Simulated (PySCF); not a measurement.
Molecule: C4H4NS (charge 0, doublet). It need not be the lowest isomer of its formula. 
Coordinates optimised at B3LYP-D3(BJ)/def2-TZVP (Ansatz):
```
C
C 1 1.3700
H 2 1.0781 1 128.19
N 1 1.3962 2 125.68 3 2.91
H 4 1.0089 1 114.30 2 -18.17
H 4 1.0090 5 111.03 1 130.94
C 1 1.4427 2 112.56 3 178.95
C 7 1.3481 1 109.68 2 -0.38
H 7 1.0802 8 126.09 1 178.74
S 8 1.6950 7 116.27 9 178.97
```
Charge 0, spin multiplicity 2.

Dispersion corrections to the total energy (kcal/mol) from the dftd3 and dftd4 libraries through PySCF: D3(BJ) without and D4 with the three-body term, each with the damping fitted for the functional named.

```json
[
 {"functional": "BP86", "D3(BJ)": "-10.25", "D4": "-8.57"},
 {"functional": "HF", "D3(BJ)": "___", "D4": "-24.13"},
 {"functional": "HSE06", "D3(BJ)": "-4.19", "D4": "___"},
 {"functional": "PBE0", "D3(BJ)": "-5.49", "D4": "-5.40"},
 {"functional": "PBE", "D3(BJ)": "-6.32", "D4": "-6.44"},
 {"functional": "CAM-B3LYP", "D3(BJ)": "-5.00", "D4": "-5.44"},
 {"functional": "B3LYP", "D3(BJ)": "___", "D4": "-10.42"}
]
```

Problem. Some entries are withheld; supply them.

Solution. 
- HF, D3(BJ): -53.12
- HSE06, D4: -5.01
- B3LYP, D3(BJ): -11.22
